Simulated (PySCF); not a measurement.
A run for PySCF: R-M06-2X/6-31G* on CH4F2OSi (SMILES O[SiH2]C(F)F).

```python
from pyscf import gto, scf, dft, mp
from pyscf.data.elements import chemcore

mol = gto.M(
    atom='''
    O     1.57923018    0.98784545   -0.33972109
    Si    0.74935107   -0.40202738   -0.04521023
    C    -1.13513543   -0.04513451   -0.09841090
    F    -1.84012824   -1.17683285    0.24855682
    F    -1.43239899    0.92840843    0.84086224
    H     1.49640454    1.71291910    0.28548923
    H     1.02582644   -0.97183975    1.29135963
    H     1.09246656   -1.33983855   -1.12929417
    H    -1.53561612    0.30650006   -1.05363154
    ''',
    basis='6-31g*',
    cart=True,
    charge=0, spin=0, verbose=3, max_memory=1800)
mf = dft.RKS(mol, xc='m062x')
mf.conv_tol = 1e-8
mf.max_cycle = 100
mf.kernel()
if not mf.converged:
    mf = mf.newton().run(mf.mo_coeff, mf.mo_occ)
```

### Question
Give the final energy of this run.

### Answer
-604.7644 hartree.
